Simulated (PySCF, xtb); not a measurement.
Ge(H)(Me) (CH₄Ge), SMILES [CH3][GeH] (connectivity only; charge and spin as stated), neutral, multiplicity 1.

Harmonic wavenumbers (cm⁻¹) from GFN2-xTB in xtb at its own minimum, in rising order: 199, 536, 577, 580, 814, 1282, 1455, 1459, 1469, 2972, 2981, 2983.

Question: What does ωB97X-D3(BJ)/def2-TZVP (PySCF) give at its own minimum? (The exact figures need the calculation; the answer reports its results.)

Answer: 149, 571, 580, 617, 903, 1251, 1447, 1460, 1934, 3045, 3115, 3158. Paired by order, the mean absolute difference is 92 cm⁻¹ and the zero-point energies are 24.7 and 26.1 kcal/mol.
